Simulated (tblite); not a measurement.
Input of a run (GFN2-xTB geometry optimisation, gas phase (tblite 0.8.0)), started from a force field or distance geometry:
```
{"job": {"kind": "relax", "xc": "GFN2-xTB", "basis": "xTB"}, "charge": 0, "multiplicity": 1}
C     -2.197400     0.848800    -0.663700
C     -1.360200    -0.142600     0.070600
C     -1.463900     0.216700     1.562300
C     -1.884300    -1.570700    -0.075000
N      0.024100    -0.186400    -0.340200
N      0.537000    -0.800200    -1.426100
C      1.886000    -0.570500    -1.443700
C      2.182900     0.205700    -0.333500
Si     3.781300     0.854600     0.234700
N      0.996100     0.419200     0.316700
H     -1.743700     1.849800    -0.576100
H     -2.361000     0.584200    -1.737700
H     -3.209600     0.933600    -0.135400
H     -2.519900     0.071300     1.881300
H     -0.750900    -0.388700     2.114800
H     -1.268900     1.313000     1.662400
H     -2.686500    -1.736300     0.652500
H     -2.215200    -1.801000    -1.090500
H     -0.991200    -2.228600     0.127300
H      2.591800    -0.928200    -2.164900
H      4.505400    -0.229200     0.936900
H      3.532000     1.884700     1.272400
H      4.611500     1.428000    -0.834900
```

Output (eV, eV/Å):
```
step      E/eV     max force
  0    -814.89546    3.627
  1    -815.25654    1.031
  2    -815.33086    0.628
  3    -815.39079    0.547
  4    -815.44481    0.605
  5    -815.47866    0.410
  6    -815.50647    0.376
  7    -815.52832    0.308
  8    -815.54249    0.239
  9    -815.55115    0.226
 10    -815.56025    0.239
 11    -815.57094    0.255
 12    -815.58112    0.214
 13    -815.58871    0.189
 14    -815.59449    0.172
 15    -815.60024    0.155
 16    -815.60542    0.147
 17    -815.60865    0.124
 18    -815.61061    0.106
 19    -815.61247    0.102
 20    -815.61485    0.130
 21    -815.61752    0.124
 22    -815.61970    0.108
 23    -815.62124    0.098
 24    -815.62286    0.128
 25    -815.62518    0.174
 26    -815.62823    0.157
 27    -815.63184    0.139
 28    -815.63612    0.153
 29    -815.64123    0.224
 30    -815.64681    0.289
 31    -815.65211    0.226
 32    -815.65595    0.119
 33    -815.65823    0.095
 34    -815.65997    0.153
 35    -815.66050    0.202
 36    -815.66273    0.129
 37    -815.66383    0.074
 38    -815.66536    0.084
 39    -815.66606    0.101
 40    -815.66693    0.072
 41    -815.66751    0.060
 42    -815.66804    0.051
 43    -815.66845    0.059
 44    -815.66877    0.044
 45    -815.66895    0.030
 46    -815.66912    0.036
 47    -815.66935    0.043
 48    -815.66965    0.056
 49    -815.66994    0.043
 50    -815.67016    0.026
 51    -815.67035    0.029
 52    -815.67057    0.039
 53    -815.67082    0.042
 54    -815.67102    0.027
 55    -815.67116    0.030
 56    -815.67128    0.024
 57    -815.67140    0.028
 58    -815.67149    0.021
 59    -815.67155    0.015
 60    -815.67159    0.016
 61    -815.67163    0.016
 62    -815.67169    0.019
 63    -815.67176    0.021
 64    -815.67183    0.021
 65    -815.67188    0.015
 66    -815.67192    0.013
 67    -815.67196    0.014
 68    -815.67202    0.018
 69    -815.67208    0.019
 70    -815.67215    0.019
 71    -815.67221    0.014
 72    -815.67225    0.014
 73    -815.67227    0.012
 74    -815.67229    0.009
```

Problem. Summarise the run.

Solution. The energy falls by 75.0 kJ/mol over 74 L-BFGS steps, the largest force on an atom goes from 3.63 to 0.009 eV/Å, and the atoms move by 0.258 Å rms after alignment. The bond that changes most is C1–H13 (methyl carbon to methyl hydrogen), which shortens by 0.058 Å. Bonds longer at the end by more than 0.005 Å: 4 of 23; shorter: 15. Among the angles that change most is C1–C2–N5, from 114.7° to 107.6°. Among the dihedrals that turn most is N5–C2–C4–H19, from 31° to 62°. The energy never rose by more than 1e-5 eV on the way. The first step brought 46 % of the lowering.

Problem. What are the final bond lengths?

Solution. C1–C2 1.531 Å, C2–C3 1.525 Å, C2–C4 1.528 Å, C2–N5 1.450 Å, N5–N6 1.312 Å, N6–C7 1.322 Å, C7–C8 1.404 Å, C8–Si9 1.869 Å, C8–N10 1.333 Å, N5–N10 1.305 Å, C1–H11 1.088 Å, C1–H12 1.087 Å, C1–H13 1.086 Å, C3–H14 1.087 Å, C3–H15 1.087 Å, C3–H16 1.086 Å, C4–H17 1.087 Å, C4–H18 1.087 Å, C4–H19 1.088 Å, C7–H20 1.070 Å, Si9–H21 1.467 Å, Si9–H22 1.461 Å, Si9–H23 1.466 Å. Numbering counts from 1 in the input's order; the species is `CC(C)(C)n1ncc([SiH3])n1`.

Its lowest GFN2-xTB frequency is 3 cm⁻¹, too small to tell a flat minimum from a shallow saddle. 2 starts were optimised and ended at 0.00 and 0.08 kcal/mol (GFN2-xTB); the lowest of these is shown.

All values are computed, not measured.
